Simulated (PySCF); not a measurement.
Ligands exchanged one at a time, Ge OH-OCH3. Gas-phase values, no solvent. One relaxed conformer stands for each flexible species; it need not be the lowest. Strings in code marks are SMILES.

Calculation: PBE-D3(BJ)/def2-TZVP // PBE0-D3(BJ)/def2-SVP (PySCF). All candidates: neutral, multiplicity 1. Excitations are Tamm–Dancoff values on a coarser integration grid. The basis has no diffuse functions, so Rydberg states are missing or too high.

```yaml
HOMO: -6.45 eV
T1 excitation (TDA): 5.47 eV
LUMO: -0.83 eV
```

Problem. Which member has these values?
A. `C[O][Ge]([OH])([OH])[O]C`
B. `[OH][Ge]([OH])([OH])[OH]`
C. `C[O][Ge]([OH])([OH])[OH]`
D. `C[O][Ge]([O]C)([O]C)[O]C`

Solution. D, `C[O][Ge]([O]C)([O]C)[O]C`. The others give `C[O][Ge]([OH])([OH])[OH]`: -6.62 eV, 5.33 eV, -1.18 eV; `C[O][Ge]([OH])([OH])[O]C`: -6.51 eV, 5.32 eV, -1.08 eV; `[OH][Ge]([OH])([OH])[OH]`: -7.40 eV, 5.98 eV, -1.27 eV
